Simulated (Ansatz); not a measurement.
C2H6AlGaO, relaxed with RKS PBE-D4/def2-SVP in Ansatz from a rough embedded geometry. The force threshold is 0.03 eV/Å; the program also tests the step.

The species carries charge 0 and has multiplicity 1. The bonds changed during the relaxation, so this is another structure than the one it started from.

Start:

```xyz
11

Al    0.580    0.309    1.792
O     1.525   -0.371    0.368
C     1.005   -0.577   -0.890
C    -0.263   -0.206   -1.271
Ga   -1.615    0.388   -0.267
H     1.358    0.468    3.267
H    -0.934    0.743    1.701
H     1.657   -0.915   -1.698
H    -0.577   -0.423   -2.249
H    -0.830    2.112   -0.867
H    -1.906   -1.529    0.112
```

```json
{"step": "1", "energy (eV)": "-63161.0304", "largest force (eV/Å)": "4.106", "largest move (Å)": "0.000"}
{"step": "2", "energy (eV)": "-63162.3902", "largest force (eV/Å)": "2.298", "largest move (Å)": "0.195"}
{"step": "3", "energy (eV)": "-63163.3687", "largest force (eV/Å)": "1.392", "largest move (Å)": "0.191"}
{"step": "4", "energy (eV)": "-63164.0640", "largest force (eV/Å)": "1.063", "largest move (Å)": "0.198"}
{"step": "5", "energy (eV)": "-63164.5180", "largest force (eV/Å)": "0.706", "largest move (Å)": "0.195"}
{"step": "6", "energy (eV)": "-63164.7995", "largest force (eV/Å)": "0.411", "largest move (Å)": "0.198"}
{"step": "7", "energy (eV)": "-63164.9083", "largest force (eV/Å)": "0.223", "largest move (Å)": "0.200"}
{"step": "8", "energy (eV)": "-63164.9250", "largest force (eV/Å)": "0.267", "largest move (Å)": "0.061"}
{"step": "9", "energy (eV)": "-63164.9306", "largest force (eV/Å)": "0.052", "largest move (Å)": "0.023"}
{"step": "10", "energy (eV)": "-63164.9339", "largest force (eV/Å)": "0.032", "largest move (Å)": "0.098"}
{"step": "11", "energy (eV)": "-63164.9348", "largest force (eV/Å)": "0.017", "largest move (Å)": "0.018"}
{"step": "12", "energy (eV)": "-63164.9414", "largest force (eV/Å)": "0.145", "largest move (Å)": "0.155"}
{"step": "13", "energy (eV)": "-63164.9520", "largest force (eV/Å)": "0.298", "largest move (Å)": "0.197"}
{"step": "14", "energy (eV)": "-63164.9870", "largest force (eV/Å)": "0.349", "largest move (Å)": "0.200"}
{"step": "15", "energy (eV)": "-63165.0667", "largest force (eV/Å)": "0.444", "largest move (Å)": "0.199"}
{"step": "16", "energy (eV)": "-63165.1740", "largest force (eV/Å)": "0.353", "largest move (Å)": "0.196"}
{"step": "17", "energy (eV)": "-63165.3138", "largest force (eV/Å)": "0.464", "largest move (Å)": "0.197"}
{"step": "18", "energy (eV)": "-63165.5053", "largest force (eV/Å)": "0.536", "largest move (Å)": "0.196"}
{"step": "19", "energy (eV)": "-63165.7122", "largest force (eV/Å)": "0.627", "largest move (Å)": "0.199"}
{"step": "20", "energy (eV)": "-63165.8065", "largest force (eV/Å)": "0.474", "largest move (Å)": "0.191"}
{"step": "21 (rejected)", "energy (eV)": "-63165.7244", "largest force (eV/Å)": "0.977", "largest move (Å)": "0.142"}
{"step": "22", "energy (eV)": "-63165.8332", "largest force (eV/Å)": "0.244", "largest move (Å)": "0.069"}
{"step": "23", "energy (eV)": "-63165.8378", "largest force (eV/Å)": "0.367", "largest move (Å)": "0.056"}
{"step": "24", "energy (eV)": "-63165.8414", "largest force (eV/Å)": "0.103", "largest move (Å)": "0.017"}
{"step": "25", "energy (eV)": "-63165.8419", "largest force (eV/Å)": "0.031", "largest move (Å)": "0.006"}
{"step": "26", "energy (eV)": "-63165.8420", "largest force (eV/Å)": "0.004", "largest move (Å)": "0.003"}
```

End:

```xyz
11

Al    0.284    0.000    1.602
O     1.414   -0.690    0.414
C     1.159   -0.679   -0.903
C     0.040   -0.157   -1.487
Ga   -1.281    0.631   -0.314
H     0.601   -0.021    3.149
H    -0.200    1.504    0.873
H     1.966   -1.150   -1.501
H    -0.051   -0.210   -2.582
H    -2.663    1.342   -0.314
H    -1.269   -0.571    1.063
```

Hardware: 4 threads of an Arm Neoverse V1 on a shared host. Wall time 44 s, peak host memory 0.19 GiB.
